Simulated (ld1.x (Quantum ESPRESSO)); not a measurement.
**Zn, TM: configuration errors across variants**

* Element: zinc (Zn)
* Generator: ld1.x (Quantum ESPRESSO) 7.5
* Type: norm-conserving Troullier–Martins (Kleinman–Bylander form)
* Functional: PBE
* Relativity: scalar-relativistic
* Frozen core: [Ar]
* Valence charge: 12
* Reference configuration: 3d10 4s2 4p0
* Partial waves: 4s (bound): rc 2.30 bohr; 4p (bound, empty): rc 2.00 bohr; 3d (bound): rc 1.05 bohr
* Local potential: all-electron potential smoothed inside 1.95 bohr (lloc = -1)
* Core correction: a·sin(br)/r model core inside 1.00 bohr

All-electron excitation energies from the reference (eV): (1) 3d10 4s1 4p0 9.888; (2) 3d9 4s0 4p0 68.865; (3) 3d9 4s2 4p1 12.244; (4) 3d9 4s2 4p0 17.901; (5) 3d10 4s0 4p2 10.558; (6) 3d10 4s0 4p1 16.212.

4 further variants failed, have other tests or too few solved ones, and are left out.

Errors AE − PS in meV (a dash: test not solved or not reliable):

```tsv
change	(1)	(2)	(3)	(4)	(5)	(6)	bound ghosts
base	-6.9	-292	-234	-165	-12	-17	none
core correction a·sin(br)/r model core inside 1.18 bohr	-6.7	-286	–	-160	–	-16	none
wave 3d (bound): rc 1.05 bohr becomes 3d (bound): rc 1.58 bohr	-3.3	-285	–	-75	-7.1	-8.0	none
```

Give the same row for: all radii but the core radius scaled by about 0.82 (s 1.90, p 1.64, d 0.86 bohr); local potential all-electron potential smoothed inside 1.60 bohr (lloc = -1).

-7.7, -145, –, –, -11, -17; bound ghosts: none.
